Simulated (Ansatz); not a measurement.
Start from `C[SiH](O)O` and change one atom or group to get `C[Si](O)(O)[SiH3]`.

Ansatz, PBE0-D4/def2-TZVP geometries, multiplicity 1. Each molecule was computed in one conformer, which needn't be the lowest.

```csv
property,`C[SiH](O)O`
size of the dipole moment (PBE/def2-TZVPP) / D,0.94
HOMO–LUMO gap (PBE/def2-TZVPP) / eV,6.93
HOMO–LUMO gap (PBE0/def2-TZVPP) / eV,9.28
HOMO energy (PBE0/def2-TZVPP) / eV,-8.52
HOMO energy (ωB97M-V/def2-TZVPP) / eV,-10.82
size of the dipole moment (ωB97M-V/def2-TZVPP) / D,0.93
```

**Question.** Give the same properties after the change, and the shifts. (Estimate.)

**Answer.** Computed: 
| property | `C[Si](O)(O)[SiH3]` | shift |
| --- | --- | --- |
| size of the dipole moment (PBE/def2-TZVPP) / D | 2.53 | 1.59 |
| HOMO–LUMO gap (PBE/def2-TZVPP) / eV | 5.74 | -1.19 |
| HOMO–LUMO gap (PBE0/def2-TZVPP) / eV | 7.84 | -1.44 |
| HOMO energy (PBE0/def2-TZVPP) / eV | -7.51 | 1.01 |
| HOMO energy (ωB97M-V/def2-TZVPP) / eV | -9.60 | 1.22 |
| size of the dipole moment (ωB97M-V/def2-TZVPP) / D | 2.57 | 1.64 |

With PBE0 the HOMO rises by 1.01 eV and the LUMO falls by 0.42 eV, so the gap narrows by about 1.43 eV. PBE moves the HOMO by 0.77 eV and ωB97M-V by 1.22 eV. Dipoles are sizes alone; their direction can turn.
